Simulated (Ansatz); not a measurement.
The pair A = HCl (SMILES Cl) (first 2 atoms), B = C2H6O (SMILES CCO); geometry from B3LYP-D3(BJ)/def2-TZVP.
(charge 0, multiplicity 1):
```xyz
11

Cl     0.79746     0.13763    -0.34275
H      0.13753    -0.23835     0.73027
C      0.73677     0.99189     3.54321
C      0.41917    -0.47204     3.30952
O     -0.56703    -0.66579     2.28080
H      1.51052     1.09310     4.30700
H     -0.14587     1.53482     3.89224
H      1.09271     1.46150     2.62577
H      1.29886    -1.00966     2.95676
H      0.07782    -0.95483     4.23009
H     -1.35703    -0.15836     2.50117
```

Cores are frozen in the correlated methods. MP2 and its Hartree–Fock in aug-cc-pV(T+d)Z are density fitted.

Run with Ansatz (a quantum-chemistry and plane-wave program). 

The counterpoise-corrected interaction energy is E(AB) − E(A in the pair's basis) − E(B in the pair's basis). Total energies (hartree):

```json
[
 {"level": "HF/aug-cc-pV(D+d)Z", "AB": "-614.2052737", "A in the pair's basis": "-460.0939065", "B in the pair's basis": "-154.1053499"},
 {"level": "MP2/aug-cc-pV(D+d)Z", "AB": "-614.8832566", "A in the pair's basis": "-460.2578513", "B in the pair's basis": "-154.6141242"},
 {"level": "HF/aug-cc-pV(T+d)Z", "AB": "-614.2574938", "A in the pair's basis": "-460.1072863", "B in the pair's basis": "-154.1444476"},
 {"level": "MP2/aug-cc-pV(T+d)Z", "AB": "-615.0868613", "A in the pair's basis": "-460.3163351", "B in the pair's basis": "-154.7582371"},
 {"level": "CCSD(T)/aug-cc-pV(D+d)Z", "AB": "-614.9566627", "A in the pair's basis": "-460.2805809", "B in the pair's basis": "-154.6663282"}
]
```

**Question.** Work out the counterpoise-corrected interaction energy at the basis-set limit: extrapolate the MP2 correlation part as X⁻³, take Hartree–Fock from the larger set, and add the CCSD(T) − MP2 difference of aug-cc-pV(D+d)Z.

**Answer.** 
1. Differences (1 hartree = 627.509 kcal/mol): HF/aug-cc-pV(D+d)Z -3.776; MP2/aug-cc-pV(D+d)Z -7.079; HF/aug-cc-pV(T+d)Z -3.614; MP2/aug-cc-pV(T+d)Z -7.712; CCSD(T)/aug-cc-pV(D+d)Z -6.120.
2. Correlation parts, MP2 less HF: -3.303 in aug-cc-pV(D+d)Z (X = 2), -4.097 in aug-cc-pV(T+d)Z (X = 3).
3. Limit (3³·(-4.097) − 2³·(-3.303))/(3³ − 2³) = -4.432; with HF/aug-cc-pV(T+d)Z it gives -8.046.
4. CCSD(T) less MP2 in aug-cc-pV(D+d)Z: 0.959.
Result: -7.09 kcal/mol, against -7.08 at MP2/aug-cc-pV(D+d)Z. It is an estimate of this method's limit, not of the exact value.
